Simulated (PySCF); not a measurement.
CBr, doublet, at a GFN2-xTB geometry; PySCF with B3LYP/6-311G**.

Input for PySCF:
```python
from pyscf import gto, scf, dft

mol = gto.Mole()
mol.atom = '''
    C    -0.000000   -0.000000   -1.503328
    Br    0.000000    0.000000    0.257713
'''
mol.basis = '6-311g**'
mol.charge = 0
mol.spin = 1
mol.verbose = 4
mol.build()

mf = dft.UKS(mol)
mf.xc = 'b3lyp'
mf.grids.becke_scheme = dft.gen_grid.stratmann
mf.kernel()
mf.analyze()
```

**Question.** What does PySCF print? Leave out banner, timings and long lists.

**Answer.** 
```
PySCF version 2.14.0

[INPUT] verbose = 4
[INPUT] num. atoms = 2
[INPUT] num. electrons = 41
[INPUT] charge = 0
[INPUT] spin (= nelec alpha-beta = 2S) = 1
[INPUT] symmetry False subgroup None
[INPUT] Mole.unit = angstrom
[INPUT] Symbol           X                Y                Z      unit          X                Y                Z       unit  Magmom
[...]
nuclear repulsion = 63.1031385942747
number of shells = 26
number of NR pGTOs = 115
number of NR cGTOs = 62
basis = 6-311g**
ecp = {}

******** <class 'pyscf.dft.uks.UKS'> ********
method = UKS
initial guess = minao
damping factor = 0
level_shift factor = 0
DIIS = <class 'pyscf.scf.diis.CDIIS'>
diis_start_cycle = 1
diis_space = 8
diis_damp = 0
SCF conv_tol = 1e-09
SCF conv_tol_grad = None
SCF max_cycles = 50
direct_scf = True
direct_scf_tol = 1e-13
number electrons alpha = 21  beta = 20
XC library pyscf.dft.libxc version 7.1.2
    S. Lehtola, C. Steigemann, M. J. T. Oliveira, and M. A. L. Marques,  SoftwareX 7, 1–5 (2018)
XC functionals = b3lyp
    P. J. Stephens, F. J. Devlin, C. F. Chabalowski, and M. J. Frisch,  J. Phys. Chem. 98, 11623 (1994)
radial grids:
    Treutler-Ahlrichs [JCP 102, 346 (1995); DOI:10.1063/1.469408] (M4) radial grids

becke partition: Stratmann, Scuseria, Frisch. CPL, 257, 213 (1996); DOI:10.1016/0009-2614(96)00600-8
pruning grids: <function nwchem_prune>
grids dens level: 3
symmetrized grids: False
atomic radii adjust function: <function treutler_atomic_radii_adjust>
small_rho_cutoff = 0
Set gradient conv threshold to 3.16228e-05
tot grids = 34544
init E= -2608.65354075715

cycle= 1 E= -2612.0492408645  delta_E= -3.4  |g|= 1.35  |ddm|= 1.16
cycle= 2 E= -2612.05354860884  delta_E= -0.00431  |g|= 0.577  |ddm|= 0.393
cycle= 3 E= -2612.06564991887  delta_E= -0.0121  |g|= 0.321  |ddm|= 0.37
cycle= 4 E= -2612.07947900852  delta_E= -0.0138  |g|= 0.103  |ddm|= 0.269
cycle= 5 E= -2612.08636797599  delta_E= -0.00689  |g|= 0.0042  |ddm|= 0.114
cycle= 6 E= -2612.08638416334  delta_E= -1.62e-05  |g|= 0.0014  |ddm|= 0.00626
cycle= 7 E= -2612.08638595766  delta_E= -1.79e-06  |g|= 0.000419  |ddm|= 0.00208
cycle= 8 E= -2612.08638624613  delta_E= -2.88e-07  |g|= 0.000113  |ddm|= 0.00102
cycle= 9 E= -2612.08638627782  delta_E= -3.17e-08  |g|= 3.27e-05  |ddm|= 0.000322
cycle= 10 E= -2612.08638628113  delta_E= -3.32e-09  |g|= 1.05e-05  |ddm|= 0.000117
cycle= 11 E= -2612.08638628129  delta_E= -1.55e-10  |g|= 1.57e-06  |ddm|= 2.56e-05
[...]
converged SCF energy = -2612.08638628129  <S^2> = 0.75391392  2S+1 = 2.0039101
Total Energy =                       -2612.086386281293926
[...]
spin_pop of  0 C 3px       0.00213
spin_pop of  0 C 3py       0.00322
spin_pop of  0 C 3pz      -0.00010
spin_pop of  0 C 4px       0.00008
spin_pop of  0 C 4py       0.00012
spin_pop of  0 C 4pz      -0.00003
spin_pop of  0 C 3dxy     -0.00022
spin_pop of  0 C 3dyz      0.00080
spin_pop of  0 C 3dz^2     0.00019
spin_pop of  0 C 3dxz      0.00057
spin_pop of  0 C 3dx2-y2   -0.00001
spin_pop of  1 Br 1s       -0.00000
spin_pop of  1 Br 2s        0.00000
spin_pop of  1 Br 3s       -0.00006
spin_pop of  1 Br 4s        0.00014
spin_pop of  1 Br 5s        0.00010
spin_pop of  1 Br 6s        0.00001
spin_pop of  1 Br 7s        0.00000
spin_pop of  1 Br 8s        0.00000
spin_pop of  1 Br 2px       0.00000
spin_pop of  1 Br 2py       0.00000
spin_pop of  1 Br 2pz      -0.00000
spin_pop of  1 Br 3px       0.00001
spin_pop of  1 Br 3py       0.00001
spin_pop of  1 Br 3pz      -0.00000
spin_pop of  1 Br 4px       0.03028
spin_pop of  1 Br 4py       0.05713
spin_pop of  1 Br 4pz      -0.01719
spin_pop of  1 Br 5px       0.00064
spin_pop of  1 Br 5py       0.00094
spin_pop of  1 Br 5pz       0.00005
spin_pop of  1 Br 6px       0.00002
spin_pop of  1 Br 6py       0.00003
spin_pop of  1 Br 6pz       0.00003
spin_pop of  1 Br 7px       0.00003
spin_pop of  1 Br 7py       0.00004
spin_pop of  1 Br 7pz      -0.00000
spin_pop of  1 Br 8px       0.00000
spin_pop of  1 Br 8py       0.00001
spin_pop of  1 Br 8pz       0.00000
spin_pop of  1 Br 3dxy     -0.00000
spin_pop of  1 Br 3dyz     -0.00000
spin_pop of  1 Br 3dz^2    -0.00000
spin_pop of  1 Br 3dxz     -0.00000
spin_pop of  1 Br 3dx2-y2   -0.00000
spin_pop of  1 Br 4dxy     -0.00002
spin_pop of  1 Br 4dyz      0.00384
spin_pop of  1 Br 4dz^2    -0.00027
spin_pop of  1 Br 4dxz      0.00254
spin_pop of  1 Br 4dx2-y2    0.00000
spin_pop of  1 Br 5dxy     -0.00000
spin_pop of  1 Br 5dyz      0.00025
spin_pop of  1 Br 5dz^2    -0.00001
spin_pop of  1 Br 5dxz      0.00017
spin_pop of  1 Br 5dx2-y2   -0.00000
 ** Mulliken Spin Density (per atom)  **
spin density of  0 C =      0.92130
spin density of  1 Br =      0.07870
 ** Mulliken pop alpha/beta on meta-lowdin orthogonal AOs **
 ** Mulliken pop       alpha | beta **
In total            21.00000 | 20.00000
 ** Mulliken atomic charges   ( Nelec_alpha | Nelec_beta ) **
charge of  0C =     -0.23444  (     3.57787      2.65657 )
charge of  1Br =      0.23444  (    17.42213     17.34343 )
Dipole moment(X, Y, Z, Debye): -0.00000,  0.00000,  1.83147
```
